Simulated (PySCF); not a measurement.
**Electronic structure of W⁺ (tungsten, charge +1) at the UHF level**

Configuration: [Xe] 4f14 5d4 6s1, high-spin 6D determinant. Computed with PySCF 2.14 in cc-pVDZ-PP with ECP60MDF (4s4p3d1f, 38 functions), with a scalar-relativistic core potential.

```
Total energy                                                  : -66.458162 hartree
One-electron energy                                           : -109.2248 hartree
Hartree (Coulomb) energy                                      : 49.6118 hartree
Exchange energy                                               : -6.8452 hartree
⟨S²⟩                                                          : 8.7546
⟨L²⟩                                                          : 6.017
Sum of ⟨r⟩                                                    : 20.74 bohr
Sum of ⟨r²⟩                                                   : 41.91 bohr²
Traceless quadrupole moment −½Σ⟨3z² − r²⟩ along its main axis : -1.16 e·bohr²
Time after the integrals                                      : 0.07 s of wall time on 1 thread of Intel(R) Xeon(R) 6975P-C (shared host)
```

| shell | electrons | mean orbital energy (eV) | spread (eV) | rms radius, mean of both spins (bohr) |
| --- | --- | --- | --- | --- |
| 5s α | 1 | -102.54 | 0 | 1.16 |
| 5s β | 1 | -97.992 | 0 | 1.16 |
| 5p α | 3 | -62.896 | 0.700 | 1.35 |
| 5p β | 3 | -56.341 | 1.318 | 1.35 |
| 5d α | 4 | -17.798 | 1.156 | 2.10 |
| 6s α | 1 | -15.241 | 0 | 3.27 |

Energies and moments cover only the electrons outside the core potential. Spin-orbit coupling, absent here, splits the open shell strongly.
